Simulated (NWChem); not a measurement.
System: C$_{2}$H$_{6}$O$_{2}$Si; SMILES O1[SiH2]OC1C

The following NWChem deck was run.

```
start job
memory heap 200 mb stack 900 mb global 1100 mb
geometry units angstroms
  C      0.390789    -2.006214     0.000000
  C     -0.465400    -0.771374     0.000000
  O     -0.180505     0.093830    -1.104974
  Si     0.181783     1.316636     0.000000
  O     -0.180505     0.093830     1.104974
  H      1.455007    -1.729123     0.000000
  H      0.178632    -2.609442     0.894575
  H      0.178632    -2.609442    -0.894575
  H     -1.541476    -1.031447     0.000000
  H      1.590320     1.800026     0.000000
  H     -0.748891     2.479010     0.000000
end
basis spherical
  C library 3-21g
  O library 3-21g
  Si library 3-21g
  H library 3-21g
end
dft
  xc hfexch
  iterations 150
end
driver
  maxiter 120
end
task dft optimize
task dft freq
```

Output (shortened):

```
             Northwest Computational Chemistry Package (NWChem) 7.3.0
             --------------------------------------------------------

 CS  symmetry detected

                             Geometry "geometry" -> ""
                             -------------------------

 Output coordinates in angstroms (scale by  1.889725989 to convert to a.u.)

  No.       Tag          Charge          X              Y              Z
 ---- ---------------- ---------- -------------- -------------- --------------
    1 C                    6.0000     0.38766170     1.99652921     0.00000000
    2 C                    6.0000    -0.47073318     0.76322160     0.00000000
    3 O                    8.0000    -0.18738516    -0.10249026    -1.10497400
    4 Si                  14.0000     0.17271652    -1.32594189     0.00000000
    5 O                    8.0000    -0.18738516    -0.10249026     1.10497400
    6 H                    1.0000     1.45138271     1.71753639     0.00000000
    7 H                    1.0000     0.17658330     2.60013547     0.89457500
    8 H                    1.0000     0.17658330     2.60013547    -0.89457500
    9 H                    1.0000    -1.54634258     1.02521765     0.00000000
   10 H                    1.0000     1.58038722    -1.81184884     0.00000000
   11 H                    1.0000    -0.76003371    -2.48665047     0.00000000

 Effective nuclear repulsion energy (a.u.)     249.2616180778

      Symmetry information
      --------------------

 Group name             Cs
 Group number              2
 Group order               2
 No. of unique centers     9

                                Z-matrix (autoz)
                                --------

 Units are Angstrom for bonds and degrees for angles

[...]

      ----------------------
      Optimization converged
      ----------------------

  Step       Energy      Delta E   Gmax     Grms     Xrms     Xmax
  ---- ---------------- -------- -------- -------- -------- --------
@   10    -515.12476381 -4.9D-08  0.00001  0.00000  0.00016  0.00040
                                     ok       ok       ok       ok

                                Z-matrix (autoz)
                                --------

 Units are Angstrom for bonds and degrees for angles

[...]

 Rotational Constants
 --------------------
 A=   0.301999 cm-1  (  0.434500 K)
 B=   0.111923 cm-1  (  0.161028 K)
 C=   0.095728 cm-1  (  0.137728 K)

 Temperature                      =   298.15K
 frequency scaling parameter      =   1.0000

 Zero-Point correction to Energy  =   54.872 kcal/mol  (  0.087445 au)
 Thermal correction to Energy     =   58.171 kcal/mol  (  0.092702 au)
 Thermal correction to Enthalpy   =   58.764 kcal/mol  (  0.093646 au)

 Total Entropy                    =   73.201 cal/mol-K
   - Translational                =   39.387 cal/mol-K (mol. weight =  90.0137)
   - Rotational                   =   25.703 cal/mol-K (symmetry #  =        1)
   - Vibrational                  =    8.112 cal/mol-K

 Cv (constant volume heat capacity) =   18.570 cal/mol-K
   - Translational                  =    2.979 cal/mol-K
   - Rotational                     =    2.979 cal/mol-K
   - Vibrational                    =   12.611 cal/mol-K

[normal modes left out]

 ----------------------------------------------------------------------------
 Normal Eigenvalue ||           Projected Infra Red Intensities
  Mode   [cm**-1]  || [atomic units] [(debye/angs)**2] [(KM/mol)] [arbitrary]
 ------ ---------- || -------------- ----------------- ---------- -----------
    1       -0.000 ||    0.000072           0.002         0.070       0.013
    2        0.000 ||    0.000069           0.002         0.068       0.013
    3        0.000 ||    0.000086           0.002         0.083       0.016
    4        0.000 ||    0.000003           0.000         0.003       0.001
    5        0.000 ||    0.000064           0.001         0.063       0.012
    6        0.000 ||    0.000046           0.001         0.045       0.008
    7      154.382 ||    0.010811           0.249        10.539       2.009
    8      235.974 ||    0.000729           0.017         0.711       0.136
    9      358.470 ||    0.003391           0.078         3.306       0.630
   10      501.165 ||    0.008123           0.187         7.919       1.509
   11      601.416 ||    0.000056           0.001         0.055       0.010
   12      706.152 ||    0.035007           0.808        34.127       6.505
   13      780.824 ||    0.187024           4.315       182.320      34.753
   14      820.238 ||    0.001601           0.037         1.561       0.297
   15      831.320 ||    0.026652           0.615        25.981       4.953
   16      910.248 ||    0.048076           1.109        46.867       8.934
   17      989.371 ||    0.077828           1.796        75.870      14.462
   18     1020.016 ||    0.235839           5.441       229.908      43.825
   19     1123.167 ||    0.376414           8.684       366.947      69.947
   20     1198.044 ||    0.054759           1.263        53.382      10.176
   21     1208.307 ||    0.083612           1.929        81.509      15.537
   22     1256.867 ||    0.025270           0.583        24.635       4.696
   23     1419.197 ||    0.033841           0.781        32.989       6.288
   24     1540.695 ||    0.049413           1.140        48.171       9.182
   25     1583.299 ||    0.019939           0.460        19.438       3.705
   26     1652.298 ||    0.005164           0.119         5.034       0.960
   27     1653.811 ||    0.003998           0.092         3.897       0.743
   28     2367.277 ||    0.227239           5.243       221.523      42.226
   29     2378.049 ||    0.172426           3.978       168.089      32.041
   30     3219.534 ||    0.006475           0.149         6.312       1.203
   31     3284.314 ||    0.002705           0.062         2.637       0.503
   32     3286.484 ||    0.013587           0.313        13.245       2.525
   33     3321.231 ||    0.065557           1.512        63.908      12.182
 ----------------------------------------------------------------------------
```

Level: Hartree-Fock/3-21G.
